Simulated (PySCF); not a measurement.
# Structure from NMR data

The spectra below were simulated for a compound C6H12O.

¹H NMR (300 MHz, computed): δ 2.32 (m, 1H), 2.28 (m, 2H), 2.06 (s, 3H), 0.83 (d, 6H).

¹³C{¹H} NMR (computed): δ 218.7, 56.2, 32.6, 26.4, 24.3.

PySCF calculation with PBE0/pcSseg-2 with gauge-including orbitals and PBE0-D3(BJ)/def2-TZVP structure; averaged over atoms made equivalent by symmetry, fast rotation or ring inversion, no solvent model, a single conformation, non-relativistic.

References, each an isolated molecule treated in the same way: ¹H and ¹³C against TMS.

Problem. Propose a structure and justify it.

Solution. 
1. The formula gives 1 degree of unsaturation (no ring in the answer).
2. 5 carbon signals for 6 carbons: some carbons are equivalent by symmetry or fast rotation.
3. Carbon types of the structure: 1 × C, 1 × CH, 1 × CH2, 3 × CH3, which accounts for all hydrogens.
4. δC 218.7: ketone carbonyl carbon; the double bond to the heteroatom, with no lone-pair donor beside it, deshields it most.
5. δC 56.2: sp3 CH2 α to a carbonyl; the adjacent C=O deshields it moderately.
6. δC 26.4: sp3 CH; aliphatic region, no heteroatom directly attached.
7. δC 24.3: methyl carbon; saturated and bonded to C and H only.
8. δH 2.28: hydrogen on an sp3 CH2 α to a carbonyl; α to C=O.
9. δH 2.06: hydrogen on a methyl carbon α to a carbonyl; α to C=O.
10. δH 0.83: hydrogen on a methyl carbon; far from electronegative atoms and π systems.

Structure: 4-methyl-2-pentanone.

The data come from this structure; uniqueness wasn't tested.

Shifts are as computed. Against solution values, carbons near 30 ppm lie about +3 ppm off and those near 130 ppm about +9 ppm. Of 1309 compounds with measured shifts, 239 miss one by over three times the rms of a fit or turn the order of signals round; such compounds aren't used in these exercises. No couplings were computed; multiplicities are counted from neighbouring protons, with m where these are inequivalent, close in shift, in a saturated or five-membered ring or joined by F or P, and br s for small geminal =CH2 splittings.
